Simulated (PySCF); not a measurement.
Bonds (- single, = double, # triple, : aromatic): N1-B2 1.675 Å, B2-F3 1.368 Å, B2-F4 1.368 Å, B2-F5 1.368 Å. N1 carries H6, H7, H8. Formal charges: N1 +1, B2 -1.

One conformer, non-relativistic Hamiltonian, rapidly exchanging positions averaged, no solvent model. GIAO PBE0/pcSseg-2 shieldings; PBE0-D3(BJ)/def2-TZVP structure; PySCF 2.14.0 with density-fitted response routines.

Scale: 1H vs TMS; 15N vs NH3; BF3·OEt2 for 11B; 19F vs CFCl3 (reference shieldings calculated alike).

| atoms | nucleus | count | δ (ppm) |
| --- | --- | --- | --- |
| H6/H7/H8 | 1H | 3 | 2.63 |
| N1 | 15N | 1 | ? |
| B2 | 11B | 1 | -1.8 |
| F3/F4/F5 | 19F | 3 | ? |

Problem. Estimate the values marked ?.

Solution. 
- N1: 49.5 ppm, donor nitrogen of a Lewis adduct
- F3/F4/F5: -160.9 ppm, fluorine bonded to B

OH/NH shifts are gas-phase values; hydrogen bonding in solution moves them, usually downfield. Unscaled 19F shifts against computed CFCl3 carry errors that often reach 10 to 50 ppm. Experimental scales use liquid or dissolved standards, which lie at an offset from isolated NH3 (liquid NH3: subtract about 20 ppm).
